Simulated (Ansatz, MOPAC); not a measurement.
Species: HTe₂ (charge -1, singlet). SMILES: [Te-][TeH]

Atoms: Te1, Te2, H3. Bonds: Te1-Te2, Te2-H3.

Bond lengths (Å) and angles (degrees) optimised at PM7 with MOPAC; HF/3-21G with Ansatz (a program for electronic structure); HF/6-31G* with LANL2DZ past Ar with Ansatz; PBE/6-31G* with LANL2DZ past Ar with Ansatz, each started from the B3LYP-D3(BJ)/def2-TZVP structure (Ansatz) of the last column. A row stands for all coordinates that are equal there. 6-31G* holds six Cartesian d functions. No wavenumbers were computed at PBE/6-31G* with LANL2DZ past Ar, so these may be saddle points.

```csv
coordinate,PM7,HF/3-21G,HF/6-31G* with LANL2DZ past Ar,PBE/6-31G* with LANL2DZ past Ar,B3LYP-D3(BJ)/def2-TZVP
Te1-Te2,2.485,2.938,2.905,2.885,2.772
Te2-H3,1.680,1.689,1.668,1.721,1.679
Te1-Te2-H3,102.1,98.9,99.4,101.4,100.3
```

Mean signed difference of all 2 bond lengths from B3LYP-D3(BJ)/def2-TZVP: PM7 -0.143 Å, HF/3-21G 0.088 Å, HF/6-31G* with LANL2DZ past Ar 0.061 Å, PBE/6-31G* with LANL2DZ past Ar 0.077 Å.
